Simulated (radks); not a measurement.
Q: The table gives one normalised radial function P(r) = r R(r) (large component) of Br in [Ar] 3d10 4s2 4p4 5s1 (r in bohr). Method: Dirac Kohn-Sham, LDA (Slater exchange, Perdew-Wang correlation), spin-unpolarised, spherical densities, finite nucleus; open shells fill j = l - 1/2 first; Fermi nuclear charge, rms radius 4.1629 fm; computed with a radial shooting solver on a logarithmic mesh with Libxc functionals.

r	P
0.003668	0.0006
0.00427	0.0008
0.005011	0.0010
0.005833	0.0013
0.006791	0.0017
0.007969	0.0023
0.009277	0.0029
0.01089	0.0038
0.01267	0.0049
0.01487	0.0064
0.01731	0.0081
0.02032	0.0104
0.02365	0.0131
0.02754	0.0164
0.03232	0.0205
0.03762	0.0249
0.04415	0.0302
0.05139	0.0355
0.06031	0.0411
0.07021	0.0459
0.0824	0.0495
0.09592	0.0507
0.1117	0.0487
0.131	0.0421
0.1526	0.0307
0.179	0.0133
0.2084	-0.0077
0.2446	-0.0323
0.2847	-0.0548
0.3341	-0.0733
0.389	-0.0816
0.4528	-0.0775
0.5314	-0.0582
0.6186	-0.0265
0.726	0.0173
0.8452	0.0631
0.9918	0.1081
1.155	0.1404
1.355	0.1563
1.577	0.1495
1.836	0.1197
2.155	0.0650
2.509	-0.0049
2.944	-0.0902
3.427	-0.1747
4.022	-0.2589
4.682	-0.3266
5.495	-0.3762
6.397	-0.3950
7.447	-0.3821
8.739	-0.3360
10.17	-0.2706
11.94	-0.1937
13.9	-0.1268
16.31	-0.0723
18.99	-0.0378
22.28	-0.0168
25.94	-0.0068

Which n and l does it have? It may be an empty orbital.

A: n = 5, l = 1: the number of nodes gives n - l - 1 = 3, the rise at small r points to l (for j = l - 1/2 the large component starts outside the nucleus as r^gamma with gamma = sqrt(l^2 - (Z/c)^2) = 0.97 and the r^(l+1) term takes over further out; the orbital of l - 1 with the same j starts with the same power, but with a larger coefficient, and does not steepen), and the extent must fit the shell. The curve is that of 5p1/2; the two j differ most near the nucleus, where j = l - 1/2 has the larger amplitude, and in heavy atoms j = l - 1/2 is also the more compact. 5p1/2 (empty): eigenvalue -0.808 eV, 3 radial nodes at r = 0.198, 0.684, 2.48 bohr, <r> = 7.70 bohr, 90 % of the charge inside 11.5 bohr.
